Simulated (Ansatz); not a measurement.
```yaml
crystal:
  periodic: [false, false, false]
  atoms:
    - {symbol: Si, position_ang: [-1.458226, 1.357190, 0.062715]}
    - {symbol: Si, position_ang: [-0.363292, -0.630135, 0.565962]}
    - {symbol: C, position_ang: [1.543285, -0.481074, 0.269708]}
    - {symbol: Al, position_ang: [0.844717, -1.569820, -1.186510]}
    - {symbol: H, position_ang: [-2.917504, 1.140762, -0.130462]}
    - {symbol: H, position_ang: [-1.271912, 2.411061, 1.100227]}
    - {symbol: H, position_ang: [-0.892527, 1.875707, -1.216217]}
    - {symbol: H, position_ang: [-0.802942, -1.237066, 1.854419]}
    - {symbol: H, position_ang: [2.114138, -1.097911, 0.974469]}
    - {symbol: H, position_ang: [1.990921, 0.510955, 0.224262]}
    - {symbol: H, position_ang: [1.278842, -2.336670, -2.497775]}
basis:
  gaussian: {orbitals: cc-pVDZ}
magnetization: {spin_polarized: true, initial_magnetization: 4}
hamiltonian: {xc: {name: B3LYP5}}
```

```sh
$ ansatz run in.yaml --threads 2 --pin off --events-out ev --progress --plain --max-ram 4352MiB
```

Shortened log:

```
Functional definition: B3LYP5
980 factors; integrals over basis functions are off by at most 1.0e-3 eV
mean field evaluation 1: about -23481.5493 eV, gradient 3.8e1 eV
mean field evaluation 2: about -23455.5367 eV, gradient 6.7e1 eV
mean field evaluation 4: about -23488.7349 eV, gradient 1.3e1 eV
mean field evaluation 8: about -23490.5202 eV, gradient 3.5e-1 eV
mean field evaluation 16: about -23490.6753 eV, gradient 2.1e-2 eV
mean field -23490.67534962 eV, -863.2663965469 hartree, gradient 1.7e-5 eV, S^2 6.008793; 4 other end points of the search recorded, 0 dependent functions left out
reference -23490.67565705 eV, -863.2664078449 hartree; 29, 25 occupied and 74, 78 virtual orbitals, 980 factors
Total energy: -23490.67565705 eV, -863.2664078449 hartree
```

**Question.** What is wrong with this run?

**Answer.** The spin is set far too high for this molecule. The run converged. The result belongs to that input, not to the molecule as meant.

B3LYP here is the variant with VWN-RPA as its local correlation; programs differ in this.
